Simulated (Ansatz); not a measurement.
A run for Ansatz (a first-principles code): R-CCSD(T)/aug-cc-pVTZ on N4 (a complex).

Ansatz 0.2 input:
```yaml
crystal:
  periodic: [false, false, false]
  atoms:
    - {symbol: N, position_ang: [-0.38463901, -0.10116271, -0.56541468]}
    - {symbol: N, position_ang: [0.45101972, 0.14816541, 0.08987410]}
    - {symbol: N, position_ang: [-0.43060379, -0.20177426, 3.30949930]}
    - {symbol: N, position_ang: [0.36422308, 0.15477156, 3.96604128]}
basis:
  gaussian:
    orbitals: aug-cc-pVTZ
magnetization: {spin_polarized: false}
correlation: {method: ccsd_t, electrons: outside_noble_gas}
scf: {lower_state_search: off}
```

The head of its log:

```
WARN ansatz: RAYON_NUM_THREADS=1 ignored (pool sized by the plan → 1); use --threads N
Functional definition: HF
these checks for a lower state are left out or cut short: stability, starts, cluster_reference, orbital_swaps, neighbouring_geometries, increment
integrals: 0.63 GiB planned
1100 factors; integrals over basis functions are off by at most 5.5e-4 eV
mean field: 0.40 GiB planned
mean field evaluation 1: about -5930.6265 eV, gradient 1.6e1 eV
mean field evaluation 2: about -5930.6552 eV, gradient 1.6e1 eV
mean field evaluation 4: about -5931.3027 eV, gradient 8.5e-1 eV
mean field evaluation 8: about -5931.3046 eV, gradient 4.2e-4 eV
mean field -5931.30460968 eV, -217.9714240231 hartree, gradient 4.0e-6 eV, S^2 0.000000; 0 other end points of the search recorded, 0 dependent functions left out
4 core orbitals not correlated
reference -5931.30460968 eV, -217.9714240231 hartree; 10, 10 occupied and 170, 170 virtual orbitals, 1100 factors
```

Question: Give the final energy of this run.

Answer: -218.7614 hartree (reference determinant -217.9714, T1 diagnostic 0.013).
